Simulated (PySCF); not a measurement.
Computed with PySCF with TPSSh-D3(BJ)/def2-TZVP // r2SCAN-D4/def2-SVP. Isolated molecules, 0 K electronic values unless said otherwise. 

Reference species: [Zr(Cl)4] (neutral, multiplicity 1).

- mean distance from the central atom to its bonded neighbours = 2.330 Å
- charge on the central atom (Mulliken) = 1.38 e

Changed species: [Zr(F)4] (4 of 4 Cl replaced by F; the reference has 0 of 4 Cl replaced by F).

Problem. Give the shifts of the mean distance from the central atom to its bonded neighbours and charge on the central atom (Mulliken).

Solution. the mean distance from the central atom to its bonded neighbours falls by 0.429 Å, to 1.901 Å; the charge on the central atom (Mulliken) goes up by 0.43 e, to 1.81 e.
